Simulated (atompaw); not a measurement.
**Logarithmic derivatives: Ar, PAW (atompaw)**

| Property | Result |
| --- | --- |
| Element | Ar (Z = 18) |
| Generator | atompaw 4.2.0.5 |
| Type | PAW |
| Functional | LDA (PW92) |
| Relativity | scalar-relativistic |
| Frozen core | [Ne] |
| Valence charge | 8 |
| Reference configuration | 3s2 3p4 (charge +2) |
| Partial waves | 3s (bound): rc 1.40 bohr; 3s channel at -3.35 Ry: rc 1.40 bohr; 3p (bound): rc 1.35 bohr; 3p channel at -1.75 Ry: rc 1.40 bohr |
| Local potential | bessel scheme, radius 1.25 bohr |
| Core correction | smooth core density matched at 1.25 bohr |
| Augmentation charge | besselshape compensation charge, radius 1.35 bohr; PAW radius 1.40 bohr; waves and projectors: custom polynom vanderbiltortho |

The phase is arctan(r·u′/u) with u = r·R(r), unwrapped; energies in Ry, scanned from -6 to 5 Ry. A pole is an energy at which the radial function vanishes at the test radius. The pseudo phase is shifted by a multiple of π to meet the all-electron one at the reference energy, and phase errors are pseudo minus all-electron; the curves can meet again beyond the range given. Levels narrower than the energy grid can be missing from the lists of poles.

For each channel, where are the poles, and over which energies does the pseudopotential scatter like the atom?

```csv
channel,radius (bohr),reference energy (Ry),"poles, all-electron","poles, pseudo",unbroken range about the reference energy with phases within 0.05 rad,phase error 1 Ry above the reference energy (rad)
s,1.41,-3.71,1.27,1.26,the whole range,+0.000
p,1.41,-2.61,2.59,2.58,the whole range,+0.000
```

Phases in the s channel:

| E (Ry) | all-electron | pseudo |
| --- | --- | --- |
| -6.00 | 0.790 | 0.790 |
| -5.76 | 0.710 | 0.710 |
| -5.52 | 0.612 | 0.612 |
| -5.28 | 0.492 | 0.492 |
| -5.04 | 0.346 | 0.346 |
| -4.80 | 0.174 | 0.174 |
| -4.56 | -0.022 | -0.022 |
| -4.32 | -0.228 | -0.228 |
| -4.08 | -0.428 | -0.428 |
| -3.84 | -0.610 | -0.610 |
| -3.60 | -0.765 | -0.765 |
| -3.36 | -0.893 | -0.893 |
| -3.12 | -0.998 | -0.998 |
| -2.88 | -1.084 | -1.084 |
| -2.64 | -1.155 | -1.155 |
| -2.40 | -1.214 | -1.214 |
| -2.16 | -1.263 | -1.263 |
| -1.92 | -1.306 | -1.306 |
| -1.68 | -1.342 | -1.342 |
| -1.44 | -1.373 | -1.373 |
| -1.20 | -1.401 | -1.401 |
| -0.96 | -1.425 | -1.426 |
| -0.72 | -1.448 | -1.448 |
| -0.48 | -1.467 | -1.467 |
| -0.24 | -1.485 | -1.485 |
| 0.00 | -1.502 | -1.502 |
| 0.24 | -1.517 | -1.517 |
| 0.48 | -1.531 | -1.531 |
| 0.72 | -1.544 | -1.544 |
| 0.96 | -1.556 | -1.556 |
| 1.20 | -1.567 | -1.568 |
| 1.44 | -1.578 | -1.579 |
| 1.68 | -1.589 | -1.590 |
| 1.92 | -1.599 | -1.600 |
| 2.16 | -1.608 | -1.609 |
| 2.40 | -1.617 | -1.619 |
| 2.64 | -1.626 | -1.628 |
| 2.88 | -1.635 | -1.637 |
| 3.12 | -1.644 | -1.646 |
| 3.36 | -1.652 | -1.655 |
| 3.60 | -1.661 | -1.664 |
| 3.84 | -1.669 | -1.673 |
| 4.08 | -1.677 | -1.681 |
| 4.32 | -1.685 | -1.690 |
| 4.56 | -1.694 | -1.700 |
| 4.80 | -1.702 | -1.709 |
